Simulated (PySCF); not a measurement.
# Computed vibrations of TmH3(H2O)

TmH3(H2O) (singlet in the valence; each metal's 4f electrons, 12 of them, lie in its core potential, out of spins and levels). PySCF 2.14.0, RKS PBE0, Tm lcecp-1-SVP with ECP58, H def2-SVP, O def2-SVP; non-relativistic Hamiltonian with scalar-relativistic core potentials where named; density fitting; no spin-orbit coupling. Central differences of gradients.

```xyz
7

Tm    0.1202   -0.1320    0.1320
H     0.9676    1.4950    0.9357
H    -0.9740   -1.3108    1.3108
H     0.9676   -0.9357   -1.4950
O    -1.1870    1.2350   -1.2350
H    -1.1357    2.1910   -1.0884
H    -1.1357    1.0884   -2.1910
```

Run from Python with OMP_NUM_THREADS=2. Where DIIS fails, smearing, a level shift and second-order steps follow.
It took 46 s on 2 threads of Arm Neoverse V2 (shared host).

What are the harmonic wavenumbers and infrared intensities?

Modes are labelled in Cs; negative numbers are unstable modes, those under 60 cm⁻¹ near the noise; a finer grid moves soft modes by up to 10 cm⁻¹.
```
cm⁻¹  km/mol  symmetry
 -76       –       a''
 159   146.3        a'
 228     6.4       a''
 263   461.1        a'
 342   462.1        a'
 391    34.2        a'
 522   114.2       a''
 560    61.6       a''
 570   158.0        a'
1410   853.8       a''
1423   836.3        a'
1489    53.8        a'
1603   105.4        a'
3807   120.7        a'
3903   190.9       a''
```

Is this a minimum?

No: 1 unstable; the lowest moves the atoms so:
```
Tm   0.00  0.00  0.00
H    0.39 -0.31  0.20
H    0.00 -0.05 -0.05
H   -0.39  0.20 -0.31
O    0.00 -0.02 -0.02
H   -0.44  0.02 -0.12
H    0.44 -0.12  0.02
```

An lcecp potential fixes the number of 4f electrons, so in runs with it no electron can move into or out of that shell.
